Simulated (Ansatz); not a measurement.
Correlation energies of C$_{4}$H$_{3}$F$_{7}$ (`FCC(F)(C(F)F)C(F)(F)F`) by basis set

Z-matrix (Å, degrees):
```
C
C 1 1.518
F 1 1.374 2 109.3
H 1 1.092 2 110.3 3 119.7
H 1 1.091 2 109.3 3 -118.9
C 2 1.536 1 110.6 3 -47.4
C 2 1.541 1 109.8 3 -173.9
F 2 1.372 1 109.3 3 69.2
F 6 1.345 2 111.0 1 -171.9
F 6 1.349 2 110.1 1 -52.1
H 6 1.093 2 109.2 1 67.9
F 7 1.332 2 110.7 1 70.8
F 7 1.339 2 109.7 1 -48.0
F 7 1.322 2 112.0 1 -167.6
```

Charge 0, multiplicity 1. The structure was optimised at the PBE0-D4/def2-TZVP level. It is one conformer, not always the lowest. Frozen core, restricted reference, Ansatz 0.2.0. CBS rows extrapolate triple and quadruple zeta; past MP2 they add the triple-zeta difference.

```
     basis     HF (Eh)  MP2 corr.  CCSD corr.       (T)  CCSD(T) total
  def2-SVP  -848.60846   -1.80877    -1.85255  -0.03989     -850.50090
def2-TZVPP  -849.65542   -2.37466    -2.39684         ?              ?
def2-QZVPP           ?   -2.58660           –         –              –
 CBS(def2)           ?          ?    -2.76577     as TZ              ?
```

Task: Fill in the withheld values. (An estimate is asked.)

Result: The calculation gave: def2-TZVPP (T): -0.07982; def2-TZVPP CCSD(T) total: -852.13208; def2-QZVPP HF (Eh): -849.69137; CBS(def2) HF (Eh): -849.69632; CBS(def2) MP2 corr.: -2.74360; CBS(def2) CCSD(T) total: -852.54191.
